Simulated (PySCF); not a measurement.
Potential energy surface of H₃Si (cation, charge +1), singlet: umbrella (inversion) coordinate, bond length relaxed. Scanned: angle between the Si-H bonds and the threefold axis (90 = planar). Other coordinates (Si-H bond length) were minimised at B3LYP/def2-TZVP.

Methods: PBE/cc-pVTZ (PySCF); r2SCAN/cc-pVTZ (PySCF); CCSD(T) on RHF/cc-pVTZ, 5 core orbitals frozen (PySCF).

Energies relative to the lowest point of each profile, in kcal/mol; the last columns give the difference from CCSD(T):

```json
[
 {"a / °": "90", "PBE": "0.0", "r2SCAN": "0.0", "CCSD(T)": "0.0", "PBE − CCSD(T)": "0.0", "r2SCAN − CCSD(T)": "0.0"},
 {"a / °": "93", "PBE": "0.5", "r2SCAN": "0.5", "CCSD(T)": "0.5", "PBE − CCSD(T)": "0.0", "r2SCAN − CCSD(T)": "0.0"},
 {"a / °": "96", "PBE": "1.8", "r2SCAN": "1.9", "CCSD(T)": "2.0", "PBE − CCSD(T)": "-0.1", "r2SCAN − CCSD(T)": "0.0"},
 {"a / °": "99", "PBE": "4.1", "r2SCAN": "4.3", "CCSD(T)": "4.4", "PBE − CCSD(T)": "-0.3", "r2SCAN − CCSD(T)": "-0.1"},
 {"a / °": "102", "PBE": "7.4", "r2SCAN": "7.8", "CCSD(T)": "7.9", "PBE − CCSD(T)": "-0.6", "r2SCAN − CCSD(T)": "-0.2"},
 {"a / °": "105", "PBE": "11.5", "r2SCAN": "12.2", "CCSD(T)": "12.4", "PBE − CCSD(T)": "-0.8", "r2SCAN − CCSD(T)": "-0.2"},
 {"a / °": "108", "PBE": "16.7", "r2SCAN": "17.6", "CCSD(T)": "17.9", "PBE − CCSD(T)": "-1.2", "r2SCAN − CCSD(T)": "-0.3"},
 {"a / °": "111", "PBE": "22.9", "r2SCAN": "24.1", "CCSD(T)": "24.4", "PBE − CCSD(T)": "-1.5", "r2SCAN − CCSD(T)": "-0.3"},
 {"a / °": "114", "PBE": "30.1", "r2SCAN": "31.7", "CCSD(T)": "32.0", "PBE − CCSD(T)": "-1.9", "r2SCAN − CCSD(T)": "-0.3"},
 {"a / °": "117", "PBE": "38.4", "r2SCAN": "40.4", "CCSD(T)": "40.7", "PBE − CCSD(T)": "-2.3", "r2SCAN − CCSD(T)": "-0.2"},
 {"a / °": "120", "PBE": "47.8", "r2SCAN": "50.4", "CCSD(T)": "50.5", "PBE − CCSD(T)": "-2.7", "r2SCAN − CCSD(T)": "-0.1"},
 {"a / °": "123", "PBE": "58.4", "r2SCAN": "61.6", "CCSD(T)": "61.4", "PBE − CCSD(T)": "-3.0", "r2SCAN − CCSD(T)": "0.2"},
 {"a / °": "126", "PBE": "70.3", "r2SCAN": "74.2", "CCSD(T)": "73.6", "PBE − CCSD(T)": "-3.3", "r2SCAN − CCSD(T)": "0.6"},
 {"a / °": "129", "PBE": "83.6", "r2SCAN": "88.2", "CCSD(T)": "87.0", "PBE − CCSD(T)": "-3.4", "r2SCAN − CCSD(T)": "1.2"},
 {"a / °": "132", "PBE": "98.4", "r2SCAN": "103.7", "CCSD(T)": "101.7", "PBE − CCSD(T)": "-3.2", "r2SCAN − CCSD(T)": "2.1"}
]
```

PBE is furthest from CCSD(T) at 129 (-3.4 kcal/mol, below); its mean absolute difference over the points is 1.6 kcal/mol.

r2SCAN is furthest from CCSD(T) at 132 (2.1 kcal/mol, above); its mean absolute difference over the points is 0.4 kcal/mol.
